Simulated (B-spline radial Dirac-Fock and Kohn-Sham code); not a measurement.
K-line shifts caused by a second vacancy in In¹⁸⁺

System: indium as In¹⁸⁺, configuration [Ar] 3d10 4s2 4p1.

The run's input, task.json:

```json
{"items": [{
  "Z": 49,
  "q": 18,
  "cfg": [[1, 0, 2], [2, 0, 2], [2, 1, 6], [3, 0, 2], [3, 1, 6], [3, 2, 10], [4, 0, 2], [4, 1, 1]],
  "A": 115,
  "rrms": 4.6156,
  "do": ["binding", "quiet", "double"]
}]}
```

Command: `python xray_run.py task.json out`

Model: Dirac-Fock (average of configuration) total-energy differences with a finite nucleus, the Breit interaction including its frequency dependence, and self-energy and vacuum-polarisation corrections. Program: a radial finite-basis atomic code. Each two-hole energy is an average over J within one jj subconfiguration, not an observable level; in light atoms, where LS coupling holds, the j-resolved values are not observed lines, and for a K spectator the Kα1 hypersatellite is nearly forbidden. No correlation.

Lines without a spectator: Kα2 (K-L2) 24008.5 eV, Kα1 (K-L3) 24217.1 eV, Kβ3 (K-M2) 27270.0 eV, Kβ1 (K-M3) 27309.6 eV. Shifts in eV with one spectator hole (a dash: not computed, or left out as unreliable):

```
spectator hole     Kα2     Kα1     Kβ3     Kβ1
        K (1s)  +563.3  +580.6  +721.0  +724.8
    L2 (2p1/2)   +62.8   +79.1       –  +169.2
    L3 (2p3/2)   +61.8   +62.0  +150.6       –
    M2 (3p1/2)       –  +10.18  +24.46  +29.03
    M3 (3p3/2)   +7.76       –  +25.25  +24.79
    M4 (3d3/2)   +2.23   -0.37       –       –
    M5 (3d5/2)   -0.92   +1.11       –       –
```
